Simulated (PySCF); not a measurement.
A small calculation by hand: oscillator strength and radiative lifetime

C₂H₅FSi₂, SMILES C(#C)[Si@H]([SiH3])F.

Geometry optimised at B3LYP-D3(BJ)/def2-SVP. The structure was generated by enumeration; whether it is a known compound was not checked.

TDA-ωB97X/def2-SVPD in PySCF puts the first singlet state with f over 0.02 at 6.90 eV (vertical), with the transition dipole (0.187, 0.258, -0.215) in atomic units.

Find the oscillator strength, the wavelength and the radiative lifetime that this transition would have in vacuum if emission retraced absorption.


|μ|² = 0.1478 au, so |μ| = 0.98 D. ΔE = 6.90/27.211 = 0.2536 hartree. f = (2/3) ΔE |μ|² = 0.025 (the program prints 0.025).
λ = 1239.84/6.90 = 180 nm; ν = 55652 cm⁻¹.
Einstein's coefficient A = 0.6670 ν² f s⁻¹ (ν in cm⁻¹) = 5.2e7 s⁻¹, so τ = 1/A = 19 ns. This state is S4; the lower singlets have f = 0.005, 0.002, 0.005. The figure is the radiative limit of this one transition; relaxation, internal conversion, crossing to triplets and a medium change what is measured.
